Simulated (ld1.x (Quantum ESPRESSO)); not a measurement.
# Transferability test, TM potential for Eu

```json
{"Element": "Eu", "Generator": "ld1.x (Quantum ESPRESSO) 7.5", "Type": "norm-conserving Troullier–Martins (Kleinman–Bylander form)", "Functional": "LDA (PZ)", "Relativity": "fully relativistic", "Frozen core": "[Kr] 4d10", "Valence charge": "17", "Reference configuration": "4f6 5s2 5p6 5d1 6s2 6p0", "Partial waves": "5p (bound): rc 1.65 bohr; 5d (bound): rc 2.65 bohr; 4f (bound): rc 1.55 bohr; 5s (bound): rc 1.45 bohr", "Local potential": "the s channel", "Core correction": "Bessel-smoothed model core inside 1.40 bohr"}
```

Open shells are filled in proportion to 2j + 1 (rel_dist='average').

Occupied shells without a wave of their own: 6s. They enter only through the test configuration that unscreens the potential, and ld1.x also counts them in the model core charge.

Energies are relative to the spin-unpolarised reference configuration 4f6 5s2 5p6 5d1 6s2 6p0; without spin polarisation the order of configurations can differ from experiment. Not all tests gave a result: 2 of 7 tests not solved or not reliable.

ld1.x takes every shell without a wave as core, so the model core holds the 6s electrons as well and exchange and correlation see them twice. This cancels in the reference configuration, but the file is broken for other ones, and its errors say nothing about a proper core correction.

```
    valence configuration  charge  ΔE all-electron (eV)  error AE − PS (meV)
  4f7 5s2 5p6 5d0 6s2 6p0       0                -3.380                  -64
  4f7 5s2 5p6 5d0 6s0 6p0      +2                14.290                 -960
  4f7 5s2 5p6 5d1 6s1 6p0       0                -1.215                  -85
  4f8 5s2 5p6 5d0 6s0 6p0      +1                 4.762                 -614
4f7 5s2 5p6 5d0 6s1.5 6p0    +0.5                -0.894                 -133
```

These tests converged, but a pseudo level misses the all-electron one widely, so the file describes the atom poorly there or has found another state: 4f7 5s2 5p6 5d0 6s0 6p0: empty 6p by 7.1 eV; 4f8 5s2 5p6 5d0 6s0 6p0: empty 6p by 3.2 eV; 4f7 5s2 5p6 5d0 6s1.5 6p0: empty 6p by 2.4 eV.

A Bessel basis up to 400 Ry misses an occupied level by 0.75 Ry, so cutoffs and ghosts were not judged.
